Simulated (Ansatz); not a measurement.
Reaction (formal exchange of groups at the Si–O bond): `F[SiH2]O[SiH](Cl)Cl` + `C#C` → `C#C[SiH](Cl)Cl` + `O[SiH2]F`

Program: Ansatz. Geometries: PBE0-D4/def2-TZVP. ΔE: electronic, gas phase. CCSD(T)/CBS adds triple-zeta CCSD(T) − MP2 to the extrapolated MP2 energy (def2 sets, frozen cores). This one scheme is used for every species. Functionals use def2-TZVPP. B3LYP here is the variant with VWN-RPA as its local correlation; programs differ in this. One conformer a species, not always the lowest.

```
             level  ΔE (kJ/mol)  difference from CCSD(T)/CBS
            PBE-D4         73.2                        -14.3
         r2SCAN-D4         84.0                         -3.5
           PBE0-D4         80.1                         -7.4
          B3LYP-D4         89.0                          1.5
           ωB97X-V         87.8                          0.3
           ωB97M-V         87.9                          0.4
            B2PLYP         85.4                         -2.1
               PBE         70.4                        -17.1
            r2SCAN         83.1                         -4.4
              PBE0         77.4                        -10.1
             B3LYP         84.5                         -3.0
     HF/def2-TZVPP        102.7                         15.2
    MP2/def2-TZVPP         82.5                         -5.0
SCS-MP2/def2-TZVPP         85.2                         -2.3
   CCSD/def2-TZVPP         89.5                          2.0
CCSD(T)/def2-TZVPP         86.1                         -1.4
     HF/def2-QZVPP        105.2                         17.7
    MP2/def2-QZVPP         84.1                         -3.4
SCS-MP2/def2-QZVPP         86.7                         -0.8
      HF/CBS(def2)        105.5                         18.0
     MP2/CBS(def2)         83.8                         -3.7
    CCSD/CBS(def2)         90.9                          3.4
       CCSD(T)/CBS         87.5                            0
```

Largest T1 diagnostic among the species: 0.013.

The D4 term adds +4.5 kJ/mol with B3LYP and +2.7 kJ/mol with PBE0; it sums over pairs of atoms, weighted by their polarisabilities, and B3LYP, whose exchange is more repulsive, gets the larger term. In def2-TZVPP, CCSD(T) changes the Hartree–Fock value by −16.6 kJ/mol (the triples alone add −3.4 kJ/mol) and MP2 by −20.2 kJ/mol.

CCSD(T)/CBS has its own doubt, a few kJ/mol and more with outer-core shells, so smaller differences from it don't rank the levels.
